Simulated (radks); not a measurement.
Excited configurations of C: one electron is placed in a higher orbital outside [He] 2s2 2p1. The ground configuration is [He] 2s2 2p2. Method: scalar-relativistic Kohn-Sham, PBE, spin-unpolarised, spherical densities, finite nucleus; Fermi nuclear charge, rms radius 2.4702 fm; computed with a radial shooting solver on a logarithmic mesh with Libxc functionals. Excitation = E - E(ground); binding = E(ion) - E, where the ion is the core of charge +1; n* = 1/sqrt(2 binding) in atomic units, and the quantum defect is n - n*.

outer orbital  excitation (eV)  binding (eV)     n*  quantum defect  eigenvalue (eV)  <r> (bohr)
4s                       9.114         1.748  2.790           1.210           -1.050       12.36
4d                       9.850         1.011  3.668           0.332           -0.561       18.69
4f                       9.954         0.907  3.873           0.127           -0.437       17.52
5s                       9.845         1.016  3.659           1.341           -0.646       21.62
6f                      10.413         0.449  5.506           0.494           -0.285       44.70
7d                      10.499         0.362  6.131           0.869           -0.244       61.54

The Delta-SCF ionisation energy is 10.861 eV (NIST Atomic Spectra Database: 11.260 eV, measured). Self-interaction in the functional shifts the binding energies and quantum defects, so they are the method's values and not measured ones. Spin polarisation and multiplet splitting are left out, so open shells lie too high by an amount that depends on their filling.

Beside tabulated values, note that spin-unpolarised runs miss the spin-polarisation part of the exchange energy of open shells.
